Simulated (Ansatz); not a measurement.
# Worked example: vertical energy of the triplet above the singlet of BBrClF (bromochlorofluoroborane)

The species is BBrClF (4 atoms), meant as a singlet with charge 0. SMILES: `FB(Cl)Br`. Geometry: relaxed at PBE0-D4/def2-TZVP.

Both states at this one shape; open shells run unrestricted unless said. 1 Eh = 27.2114 eV.

```
             level  program  singlet BBrClF (Eh)  triplet BBrClF (Eh)
    HF/aug-cc-pVDZ   Ansatz         -3156.167835         -3155.939014
r2SCAN/aug-cc-pVDZ   Ansatz         -3159.076101         -3158.861256
```

Task: Work out the vertical gap, second state less first, at each level.

Result: 
1. HF/aug-cc-pVDZ: -3155.939014 − (-3156.167835) = 0.228821 Eh = 6.23 eV.
2. r2SCAN/aug-cc-pVDZ: -3158.861256 − (-3159.076101) = 0.214845 Eh = 5.85 eV.

No measured value is set beside it here; the levels span 5.85 to 6.23 eV. Spin-orbit coupling is left out. All-electron rows are non-relativistic unless named.
